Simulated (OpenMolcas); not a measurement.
# Ar4+: effect of the IPEA shift

| Item | Value |
| --- | --- |
| Program | OpenMolcas |
| Basis | ANO-RCC-VTZP [5s4p2d1f] |
| Scalar Hamiltonian | DKH2, point nucleus |
| Active space | 2 electrons in 3 orbitals (3p) |
| State averaging | 2S+1 = 3 even, 3 roots; 2S+1 = 1 even, 6 roots |
| Spin-orbit coupling | state interaction with AMFI integrals over the reference wave functions, term energies averaged over their components |

Methods on the same reference wave functions:
A. CASSCF
B. SS-CASPT2, IPEA 0 Eh, imaginary shift 0.1 Eh (closed shells correlated: 2s 2p 3s)
C. SS-CASPT2, IPEA 0.25 Eh, imaginary shift 0.1 Eh (closed shells correlated: 2s 2p 3s)

Energies in cm⁻¹ above 3s² 3p² ³P₀, the measured ground level; measured values from Saloman, J. Phys. Chem. Ref. Data 39, 033101 (2010).

```json
{"Level": "3s² 3p² ³P₀", "A": "0.0", "B": "0.0", "C": "0.0", "Measured": "0.0"}
{"Level": "3s² 3p² ³P₁", "A": "698", "B": "710", "C": "711", "Measured": "763"}
{"Level": "3s² 3p² ³P₂", "A": "1914", "B": "1918", "C": "1918", "Measured": "2029"}
{"Level": "3s² 3p² ¹D₂", "A": "19498", "B": "16890", "C": "16420", "Measured": "16299"}
{"Level": "3s² 3p² ¹S₀", "A": "46561", "B": "39260", "C": "38760", "Measured": "37912"}
```

Deviations, from unrounded energies. A percentage is the sum of absolute deviations over the sum of measured energies, with the sign that they share, or ± where signs differ.

```json
{"Against measurement": "mean absolute deviation (cm-1)", "Levels": "4", "A": "3000", "B": "520", "C": "290"}
{"Against measurement": "fine structure of the ground term (%)", "Levels": "2", "A": "-6.5", "B": "-5.8", "C": "-5.8"}
{"Against measurement": "other terms of the ground configuration (%)", "Levels": "2", "A": "+21.9", "B": "+3.6", "C": "+1.8"}
```

C lies closest to measurement on these levels and A furthest from it. The largest miss of C in the table is 3s² 3p² ¹S₀, by +850 cm-1. The ranking rests on the paired levels alone, and a cruder setting can come out closer through cancelling errors.

Between B and C the level of the table that moves most is 3s² 3p² ¹S₀, by 490 cm-1 (lowest in C, highest in B). Moves below CASPT2's spread within the term are not significant.

From A to B the spin-free energies of the other terms of 3s² 3p² shown, above ³P, scale by factors of 0.84 to 0.85.

The lowest spin-free term lies below A's lowest term by 0.125 hartree in B, 0.118 hartree in C.

CASPT2 breaks the degeneracy within a term, and the mean is taken; among the terms shown or strongly mixed into the levels shown the widest spread is 120 cm-1 (3s² 3p² ¹D, C). With the s shell closed, the reference lacks s² → p² mixing. Computed and measured levels are paired by configuration, term and J; levels that our copy of the source lacks, or whose pairing is in doubt (as where it misses far off the trend of its configuration), stay unpaired and out of the deviations. Levels of configurations outside the active space are missing.
